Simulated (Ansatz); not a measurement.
`[GaH2][O][GeH3]` → `[OH][GaH2]` + `[GeH2]` at 700 K and 1 bar (germylene loss).

Program: Ansatz. Geometries: PBE0-D4/def2-TZVP. ΔE: electronic, gas phase. CCSD(T)/CBS is the MP2 limit (def2-TZVPP, def2-QZVPP) plus CCSD(T) − MP2 in def2-TZVPP, frozen cores. For Ga, Ge outer-core shells are correlated without core-valence functions, which leaves a few kJ/mol of doubt a bond. Scalar relativity is left out up to krypton.

```tsv
species	CCSD(T)/CBS energy (Eh)	H − E (kJ/mol)	S (J/(mol·K))
`[GaH2][O][GeH3]`	-4078.25260	173.6	440.6
`[OH][GaH2]`	-2000.92981	111.5	322.8
`[GeH2]`	-2077.24753	54.8	253.9
```

H − E and S are ideal-gas, rigid-rotor, harmonic terms from PBE0-D4/def2-TZVP. 1 Eh = 2625.50 kJ/mol, R = 8.31446 J/(mol·K).

Problem. By hand: ΔE, ΔH, ΔS and ΔG.

Solution. ΔE = (-2000.92981) + (-2077.24753) − (-4078.25260) = 0.07526 Eh = 197.6 kJ/mol. Δ(H − E) = 111.5 + 54.8 − 173.6 = -7.3, so ΔH = 190.3 kJ/mol. ΔS = 322.8 + 253.9 − 440.6 = 136.1 J/(mol·K). ΔG = 190.3 − 700 × (136.1)/1000 = 95.0 kJ/mol.

Problem. By hand: the equilibrium constant, and the temperature at which ΔG would vanish if ΔH and ΔS stayed fixed.

Solution. log₁₀ K = −ΔG/(RT ln 10) = -7.1. ΔG = 0 at ΔH/ΔS = 1398 K.

The number of gas molecules changes by +1, which sets the sign of ΔS. A doubt of 5 kJ/mol in ΔE shifts log₁₀ K by 0.4 here. Modes under 60 cm⁻¹, often nearly free rotors, make the harmonic entropy too high. These are equilibria of isolated gas molecules and say nothing of rates. Largest T1 diagnostic: 0.015 (customary marks: 0.02 for closed shells, 0.045 for open ones).
